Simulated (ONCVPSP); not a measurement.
**Ag (Z = 47): ONCV pseudisation with PBE, fully relativistic reference atom.**

ONCVPSP 4.0.1 input, shortened (lines: element, Z, core and valence counts, functional; n l f; lmax; l rc ep ncon nbas qcut; lloc lpopt rc5 dvloc0; l nproj debl; icmod fcfact rcfact), PBE, fully relativistic:

```
  Ag 47.00    6    4        4      upf
    1    0    2.00
    2    0    2.00
    2    1    6.00
    3    0    2.00
    3    1    6.00
    3    2   10.00
    4    0    2.00
    4    1    6.00
    4    2   10.00
    5    0    1.00
    2
    0    1.35    0.00    4    7   11.40
    1    1.65    0.00    4    9    7.10
    2    1.35    0.00    4    9   13.80
    2    5    1.35    0.00
    0    3    2.20
    1    2    2.60
    2    0    1.00
    3    2.25    1.15
```

Open shells are filled in proportion to 2j + 1.

All-electron outer shells of the reference configuration (PBE, scalar-relativistic, ld1.x):

| shell | level (eV) | outermost node (bohr) | outermost maximum (bohr) |
| --- | --- | --- | --- |
| 3d | -358.48 | – | 0.27 |
| 4s | -95.05 | 0.44 | 0.82 |
| 4p | -58.57 | 0.44 | 0.87 |
| 4d | -7.44 | 0.43 | 1.04 |
| 5s | -4.40 | 1.11 | 2.49 |

Task: Estimate the cutoffs (Ha) at which the residual kinetic energy of the hardest occupied pseudo-wave falls to 1 and 0.1 mHa per electron.

Result: 41 Ha and 49 Ha.

Task: What does a ghost test show?

Result: No bound ghost flagged; GHOST(+) flags only above 600 eV.

Its largest configuration-test error is +8.4 meV (4s2 4p6 4d8 5s0). 1 of 4 tests not solved or not reliable.
